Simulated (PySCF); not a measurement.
Sn(GeH3)3(NMe2), SMILES C[N](C)[Sn]([GeH3])([GeH3])[GeH3] (C₂H₁₅Ge₃NSn), GFN2-xTB optimised geometry.

```
22

C      1.35    -2.23     3.40
N      1.59    -1.37     2.27
C      1.96    -2.15     1.12
Sn     0.15     0.10     1.94
Ge    -2.12    -1.08     1.35
Ge     0.16     1.33     4.22
Ge     1.22     1.44     0.00
H      1.08    -1.63     4.27
H      0.55    -2.97     3.22
H      2.27    -2.78     3.64
H      1.19    -2.89     0.84
H      2.15    -1.49     0.27
H      2.88    -2.70     1.34
H     -3.24    -0.84     2.33
H     -2.71    -0.72     0.01
H     -2.00    -2.58     1.30
H      1.46     1.25     4.96
H     -0.88     0.82     5.18
H     -0.15     2.79     4.09
H      0.82     2.89     0.00
H      0.82     0.95    -1.37
H      2.71     1.44     0.00
```

Density from CAM-B3LYP/def2-SVP, def2 effective core potentials past Kr in PySCF 2.14.0 at that geometry. The core electrons that the potentials of Sn replace are not part of the density.

Minimum of the electron density along straight lines between bonded atoms, close to the bond critical point (lines longer than 1.1 times the sum of covalent radii, or with two minima, are not listed):

```csv
bond,length / Å,ρ at the minimum / e bohr⁻³,∇²ρ there / e bohr⁻⁵,position (fraction from the first atom)
C1–N2,1.439,0.280,-0.82,0.40
N2–C3,1.439,0.280,-0.82,0.60
N2–Sn4,2.086,0.101,[?],0.50
Sn4–Ge5,2.627,0.069,-0.02,0.49
Sn4–Ge6,2.588,0.073,-0.02,0.49
Sn4–Ge7,2.589,0.073,-0.02,0.49
C1–H8,1.091,0.278,-1.04,0.63
C1–H9,1.099,0.274,-1.00,0.63
C1–H10,1.092,0.278,-1.04,0.63
C3–H11,1.099,0.274,-1.00,0.63
C3–H12,1.091,0.278,-1.04,0.63
C3–H13,1.092,0.278,-1.04,0.63
Ge5–H14,1.506,0.139,0.07,0.59
Ge5–H15,1.505,0.139,0.07,0.59
Ge5–H16,1.507,0.138,0.07,0.59
Ge6–H17,1.499,0.141,0.07,0.59
Ge6–H18,1.505,0.139,0.07,0.59
Ge6–H19,1.503,0.139,0.08,0.59
Ge7–H20,1.503,0.139,0.08,0.59
Ge7–H21,1.505,0.139,0.07,0.59
Ge7–H22,1.499,0.140,0.07,0.59
```

Task: Fill in the missing entries.

Result: 
- N2–Sn4, ∇²ρ there / e bohr⁻⁵: 0.35
